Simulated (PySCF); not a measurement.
Computed shifts of a molecule C₅H₇FO, PBE/pcSseg-1 (PySCF), GIAO, gas phase, equivalent atoms averaged, in ppm (number of nuclei): ¹³C: 201.6 (1), 82.2 (1), 36.4 (1), 33.4 (1), 17.3 (1). ¹⁹F: -255.7 (1). ¹H: 4.80 (1), 2.63 (3), 2.32 (1), 2.22 (1), 1.10 (1). References: ¹³C against TMS (σ = 182.0 ppm); ¹⁷O against H2O (σ = 334.3 ppm); ¹⁹F against CFCl3 (σ = 133.6 ppm); ¹H against TMS (σ = 31.49 ppm), references at their B3LYP-D3(BJ)/def2-TZVP geometries, non-relativistic. Geometry optimised at B3LYP-D3(BJ)/def2-SVP. Other conformers were not sampled.

**Question.** Pick the molecule that these values belong to.
A) COC1=CC[C@H]1F
B) CC(=O)[C@H]1C[C@H]1F
C) C=C(F)C(=C)OC
D) O=C[C@H](F)C1CC1

**Answer.** B, CC(=O)[C@H]1C[C@H]1F
